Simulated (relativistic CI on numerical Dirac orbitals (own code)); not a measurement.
# Pt⁵⁺: 5p photoemission

Computed with this model: Dirac-Coulomb-Breit CI, KLI orbitals optimised for each configuration, model QED (radiative potential, 1s self-energy scaled to tabulated hydrogen-like ionisation energies), multiplet model of photoemission in the sudden approximation, unscaled Slater integrals; configurations [Xe] 4f14 5d5 → [Kr] 4d10 4f14 5s2 5p5 5d5; 300 K; Lorentzian 1.05 eV and Gaussian 0.6 eV FWHM. Energies are those of the free ion, without screening or charge transfer. The energies are binding energies and can lie tens of eV above those of solids. S is read from ⟨S²⟩ = S(S + 1).

Field parameters in Wybourne normalisation: Oh B⁴₀ = 21Dq, B⁴₄ = √(5/14) B⁴₀. The field is a parameter set, without covalency.

free ion: ground-state S = 2.38, centroid 133.68 eV. Peaks (eV, height): 122.6 (100), 125.0 (85), 132.2 (27), 134.4 (13), 141.6 (18), 144.0 (7), 148.2 (36), 150.6 (20), 153.2 (24).

Oh, 10Dq = 27550 cm⁻¹: ground-state S = 0.98, centroid 133.74 eV. Peaks (eV, height): 125.2 (100), 129.4 (17), 130.8 (14), 132.4 (13), 136.2 (9), 146.4 (27), 150.0 (27), 153.0 (13).

Strongest unbroadened transitions for free ion:

```tsv
Energy (eV)	Relative strength
122.52	100.0
124.90	69.4
125.76	32.3
126.62	8.2
131.89	7.7
132.04	12.7
132.63	6.5
134.49	5.3
141.46	14.8
147.78	15.9
148.16	5.9
148.46	15.8
148.80	5.0
149.53	5.3
150.74	9.7
153.03	14.6
153.90	14.0
155.13	5.7
```
